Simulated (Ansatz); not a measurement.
Consider the isomerisation: `F[C@H]1O[C@H]1[SiH3]` → `C=C(F)[SiH2]O`.

Program: Ansatz. Geometries: PBE0-D4/def2-TZVP. ΔE: electronic, gas phase. CCSD(T)/CBS is the MP2 limit (def2-TZVPP, def2-QZVPP) plus CCSD(T) − MP2 in def2-TZVPP, frozen cores. Functionals use def2-TZVPP. One conformer a species, not always the lowest.

Problem. Is it downhill or uphill in electronic energy at CCSD(T)/CBS, and by how much? (An estimate is asked.)

Solution. Computed: Downhill: ΔE = -2.15 eV.

Problem. What do these levels give: r2SCAN-D4, B2PLYP, SCS-MP2/def2-TZVPP, HF/def2-QZVPP, HF/CBS(def2), CCSD/CBS(def2)? (Best estimate.)

Solution. Ansatz gave: r2SCAN-D4 -1.99, B2PLYP -2.13, SCS-MP2/def2-TZVPP -2.08, HF/def2-QZVPP -2.26, HF/CBS(def2) -2.27, CCSD/CBS(def2) -2.17 eV.

Largest T1 diagnostic among the species: 0.013.

In def2-TZVPP, CCSD(T) changes the Hartree–Fock value by +0.18 eV (the triples alone add +0.02 eV) and MP2 by +0.17 eV. From PBE to PBE0 (25 % exact exchange), in def2-TZVPP and without D4, ΔE moves by −0.04 eV.
